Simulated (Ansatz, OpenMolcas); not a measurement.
# The same job for OpenMolcas

This Ansatz 0.2.0 job computes SiN2H4F (SMILES N[Si](N)F):

run.yaml:
```yaml
crystal:
  periodic: [false, false, false]
  atoms:
    - symbol: "N"
      position_ang: [-0.814900, 1.031500, -0.359900]
    - symbol: Si
      position_ang: [0.517200, -0.020700, -0.581300]
    - symbol: "N"
      position_ang: [0.780300, -0.793300, 0.910700]
    - symbol: F
      position_ang: [0.045300, -0.971200, -1.794000]
    - symbol: H
      position_ang: [-1.331700, 1.348900, -1.165000]
    - symbol: H
      position_ang: [-0.763800, 1.744700, 0.350200]
    - symbol: H
      position_ang: [1.648600, -1.254800, 1.120500]
    - symbol: H
      position_ang: [0.011100, -1.142300, 1.463200]
basis:
  gaussian: {orbitals: def2-SVPD}
magnetization: {spin_polarized: true, initial_magnetization: 1}
hamiltonian: {xc: {name: BLYP}}
accuracy: high
output: {orbitals: {seedname: orbitals}}
```

```bash
$ ansatz run run.yaml --threads 1 --pin off --max-ram 3480MiB --events-out events.jsonl --progress --plain --runs-dir runs
```

The coordinates come from a PBE0-D4/def2-TZVP relaxation. This is one conformer, not always the lowest.

It gives a total energy of -501.040368 Eh.

Task: Write the same calculation for OpenMolcas 26.06 as an input file of the program's own, asking for the gradient.

Result: This input was run:

geom.xyz:
```
8

N     -0.814900     1.031500    -0.359900
Si     0.517200    -0.020700    -0.581300
N      0.780300    -0.793300     0.910700
F      0.045300    -0.971200    -1.794000
H     -1.331700     1.348900    -1.165000
H     -0.763800     1.744700     0.350200
H      1.648600    -1.254800     1.120500
H      0.011100    -1.142300     1.463200
```

test.inp:
```
&GATEWAY
  BasLib
  $CurrDir
  Coord
  geom.xyz
  Basis
  def2-SVPD
  Group
  NoSym

&SEWARD
  GridInput
  Grid=UltraFine
  End of Grid

&SCF
  UHF
  Spin
  2
  KSDFT
  BLYP
  Thresholds
  1e-10 1e-07 1e-07 1e-05
  PrOrbitals
  1 2

&ALASKA
```

```bash
$ export MOLCAS_MEM=1860
$ pymolcas test.inp > test.log
```

(Basis files named in the input come from the Basis Set Exchange and aren't shown.)

Its energy is -501.040368 Eh, the same as the first but for the last digit, at most.
